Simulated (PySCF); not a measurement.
C2H8O3SSi2.
Z-matrix (Å and degrees, GFN2-xTB geometry), rows numbered from 1:
```
O 
Si  1  1.6178
O   2  1.6057  1  112.54
Si  3  1.6254  2  148.39  1    48.50
O   2  1.6147  1  109.34  3  -120.82
C   5  1.4016  2  116.02  1  -104.02
C   6  1.5219  5  110.44  2   -38.30
S   7  1.8239  6  108.31  5    45.66
H   1  0.9530  2  121.49  3   -54.35
H   4  1.4566  3  102.82  2   179.79
H   4  1.4640  3  107.15  2   -59.86
H   4  1.4621  3  107.78  2    59.11
H   6  1.0957  5  108.90  2    82.49
H   6  1.0933  5  107.62  2  -159.16
H   7  1.0898  6  110.74  5   -71.94
H   7  1.0871  6  111.85  5   165.13
```

Definitions: NICS(0) = −σiso at the ring centroid; NICS(1) = −σiso and NICS(1)zz = −σzz at ±1 Å along the ring normal z. Level: GIAO PBE0/pcSseg-1 (PySCF, non-relativistic, gas phase) on the GFN2-xTB geometry, one conformer.

Ring bond lengths (Å), with Mayer bond orders in brackets: Si2–O5 1.615 (1.02), O5–C6 1.402 (0.89), C6–C7 1.522 (1.02), C7–S8 1.824 (0.99), S8–Si2 2.141 (0.91).

Task: Give the NICS values of each ring in ppm.

Result: 
| ring | type | NICS(0) | NICS(1), two faces | NICS(1)zz, two faces | rms pucker (Å) | centre to ring atoms, mean (Å) |
| --- | --- | --- | --- | --- | --- | --- |
| Si2–O5–C6–C7–S8 | 5-membered ring with O, S and Si; formal bonds all single | -8.0 | -3.9 / -3.5 | -2.1 / -1.8 | 0.18 | 1.42 |

Task: What do they say, and how far can they be read as aromaticity?

Result: 
- Si2–O5–C6–C7–S8: mean NICS(1)zz -1.9 ppm, near zero. Si2, C6, C7 have four or more neighbours, so the value isn't read as a sign of a π ring current.

Task: At the second NICS(1) probe listed for ring Si2–O5–C6–C7–S8, 1 Å off the ring, how large is the induced field along the normal in 7.05 T applied along it?

Result: NICSzz × B0 = -1.8 ppm × 7.05 T = -13 μT, against the applied field.

Task: Give the inner angles of the rings and the Hirshfeld charges of the ring atoms.

Result: 
- Si2–O5–C6–C7–S8: Si2 98.6° (+0.491 e), O5 116.0° (-0.229 e), C6 110.4° (+0.008 e), C7 108.3° (-0.072 e), S8 89.7° (-0.130 e); sum 523.0° against 540° for a flat convex ring.
